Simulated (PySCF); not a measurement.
**Zr³⁰⁺: ionisation energy**

Zr³⁰⁺ [Ne] → Zr³¹⁺ [He] 2s2 2p5 [2p1/2^2 2p3/2^3, M_J = 3/2], as a difference of total energies. Calculation: PySCF 2.14, in an uncontracted even-tempered set (18 s from 11 bohr⁻², ratio 2.4; 12 p from 14 bohr⁻², ratio 2.4; 5 d from 58 bohr⁻², ratio 2.6; 4 f from 87 bohr⁻², ratio 2.6); the two-component X2C-1e Hamiltonian. Correlated levels: nothing frozen; the 34 highest virtual spinors dropped. "Screened" scales the spin-orbit matrix elements by Boettger's factors to mimic the two-electron term; Breit and QED terms are absent.

```tsv
method	ionisation energy (eV)
GHF (spin-free)	3813.9
GMP2 (spin-free)	3815.4
GHF (screened spin-orbit)	3785.1
GMP2 (screened spin-orbit)	3786.5
```

For this ion Breit and QED terms and the two-electron picture change, all absent here, outweigh the correlation shift from GHF to GMP2.

The spin-free rows lack the spin-orbit shift.

For comparison: 3788 ± 2.1 eV (semi-empirical (NIST evaluation); NIST Atomic Spectra Database, ionization energies).
